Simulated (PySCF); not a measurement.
# Fluorine: a sound run and one with changed settings

Sound run: F⁺ [He] 2s2 2p4, F²⁺ [He] 2s2 2p3. Computed with PySCF 2.14 in x2c-SVPall, with scalar relativity by spin-free X2C-1e. The sound run starts from symmetry-adapted Hartree-Fock orbitals and uses a fine grid where one is needed.

Changed run: radial step 0.5 in ln r (0.13 in the sound run). This setting is unsound on purpose.

```csv
species,method,sound run (hartree),changed run (hartree),converged
F⁺,UHF,-98.79100,-98.79100,yes
F⁺,PBE,-98.98762,-98.99588,yes
F⁺,PBE0,-98.99939,-99.00604,yes
F²⁺,UHF,-97.55933,-97.55933,yes
F²⁺,PBE,-97.68060,-97.69080,yes
F²⁺,PBE0,-97.69851,-97.70634,yes
```

Ionisation energy of F⁺:

| method | sound run (eV) | changed run (eV) |
| --- | --- | --- |
| UHF | 33.515 | 33.515 |
| PBE | 35.566 | 35.513 |
| PBE0 | 35.399 | 35.367 |

A coarse radial grid mis-integrates the density and the exchange-correlation energy, with errors of either sign; Hartree-Fock needs no grid.

For comparison, NIST gives 34.971 eV between the lowest levels.
